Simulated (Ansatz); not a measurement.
Gas-phase electronic energies from Ansatz, PBE0-D4/def2-TZVP geometries. CCSD(T)/CBS adds triple-zeta CCSD(T) − MP2 to the extrapolated MP2 energy (def2 sets, frozen cores). This one scheme is used for every species. Functionals use def2-TZVPP. One conformer a species, not always the lowest.

Reaction (substitution at a C–Si bond): `B[C@@H](F)[Si@@H](N)F` + H–F → `BC(F)F` + `N[SiH2]F`

```json
{"level": "r2SCAN0-D4", "ΔE (kJ/mol)": "76.7"}
{"level": "CCSD/def2-SVP", "ΔE (kJ/mol)": "50.3"}
```

What does CCSD(T)/CBS give? (Estimate.)

The calculation gave: +82.2 kJ/mol. The listed levels differ from it by -5.5, -31.9 kJ/mol.

Largest T1 diagnostic among the species: 0.012.

In def2-TZVPP, CCSD(T) changes the Hartree–Fock value by +36.4 kJ/mol (the triples alone add +4.2 kJ/mol) and MP2 by +44.9 kJ/mol. Leaving LDA and LC-ωPBE aside and taking each functional with its dispersion term where it has one, the values, not all of them listed here, spread over 16.3 kJ/mol, from CAM-B3LYP-D4 to revPBE-D4. LDA lies +11.0 kJ/mol from PBE without D4.
